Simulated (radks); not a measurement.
Values are calculated unless marked as measured or tabulated.
Spin polarisation of the 5d5 shell in the rhenium ion Re+. Start: [Xe] 4f14 5d(up 2.5, down 2.5) 6s(up 0.5, down 0.5); electrons of 5d are moved from spin down to spin up, other shells keep equal spins. Level of theory: scalar-relativistic Kohn-Sham, LDA (Slater exchange, Perdew-Wang correlation), spin-polarised, spherical densities, point nucleus (a radial shooting solver on a logarithmic mesh with Libxc functionals).

| moment (Bohr magnetons) | E - E(0) (eV) | e(5d up) (eV) | e(5d down) (eV) | 6s down minus up (eV) | 4f down minus up (eV) |
|---|---|---|---|---|---|
| 0 | 0.000 | -13.207 | -13.207 | 0.000 | 0.000 |
| 1 | -0.138 | -13.468 | -12.915 | 0.356 | 0.103 |
| 2 | -0.554 | -13.699 | -12.588 | 0.718 | 0.206 |
| 3 | -1.250 | -13.900 | -12.223 | 1.089 | 0.309 |
| 4 | -2.232 | -14.071 | -11.816 | 1.473 | 0.412 |
| 5 | -3.506 | -14.209 | -11.364 | 1.872 | 0.513 |

At moment 5 the spin-polarisation energy is -3.506 eV and the 5d exchange splitting 2.845 eV, that is 0.569 eV per Bohr magneton; E = -I m^2/4 would give I = 0.561 eV.
